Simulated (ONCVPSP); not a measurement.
What one change does to a pseudopotential (indium (In), ONCV)

```json
{
  "Element": "In",
  "Generator": "ONCVPSP 4.0.1",
  "Type": "optimised norm-conserving Vanderbilt (ONCV)",
  "Functional": "PBEsol",
  "Relativity": "scalar-relativistic",
  "Frozen core": "[Kr] 4d10",
  "Valence charge": "3",
  "Reference configuration": "5s1.5 5p1.5",
  "Partial waves": "5s: rc 2.05 bohr, ncon 5, nbas 9, qcut 3.1 1/bohr, 2 projectors, debl 2.2 Ha; 5p: rc 2.55 bohr, ncon 4, nbas 9, qcut 3.3 1/bohr, 2 projectors, debl 2.3 Ha",
  "Local potential": "polynomial inside 1.75 bohr (lpopt 5, dvloc0 2 Ha)",
  "Core correction": "none"
}
```

All-electron outer shells of the reference configuration (PBEsol, scalar-relativistic, ld1.x):

| shell | level (eV) | outermost node (bohr) | outermost maximum (bohr) |
| --- | --- | --- | --- |
| 4p | -78.88 | 0.42 | 0.82 |
| 4d | -19.42 | 0.40 | 0.94 |
| 5s | -8.77 | 1.02 | 2.13 |
| 5p | -2.89 | 1.14 | 2.81 |

Change: s: debl 5.2.

Cutoffs: the cutoffs (Ha) at which the residual kinetic energy of the hardest occupied pseudo-wave falls to 1 and 0.1 mHa per electron; they do not see the model core or the augmentation charge, which bear on the density cutoff. Errors are all-electron minus pseudo energies relative to the spin-unpolarised reference configuration.

Task: Predict the effect on cutoff, ghosts and configuration errors.

Result: The potential gets neither clearly harder nor softer (5.7 Ha and 19 Ha → 5.7 Ha and 19 Ha); the errors of the 4 common tests hardly move; the range in which the s phases agree widens (upper end 2.6 → 3.8); neither file shows a bound ghost.

| quantity | base | changed |
| --- | --- | --- |
| cutoff, loose | 5.7 Ha | 5.7 Ha |
| cutoff, tight | 19 Ha | 19 Ha |
| bound ghosts | none | none |
| GHOST(+) flags under 300 eV | s at 72.0 eV, p at 118.7 eV | p at 118.7 eV, s at 120.8 eV |
| error for 5s2 5p1, meV [ΔE -2.90 eV] | +4.4 | +4.4 |
| error for 5s2 5p0, meV [ΔE 2.46 eV] | +9.1 | +9.2 |
| error for 5s1 5p0, meV [ΔE 21.74 eV] | +18 | +19 |
| error for 5s0 5p3, meV [ΔE 9.11 eV] | +50 | +50 |
| s: phases at 2.08 bohr within 0.05 rad from the reference energy up to (Ha; the scan ends near 5) | 2.6 | 3.8 |
| p: phases at 2.59 bohr within 0.05 rad from the reference energy up to (Ha; the scan ends near 5) | 2.7 | 2.7 |

Base: The cutoffs count occupied waves only; projector 2 of the s channel, the hardest unoccupied one, needs 52 Ha at the loose tolerance. Changed file: The cutoffs count occupied waves only; projector 2 of the s channel, the hardest unoccupied one, needs 46 Ha at the loose tolerance.
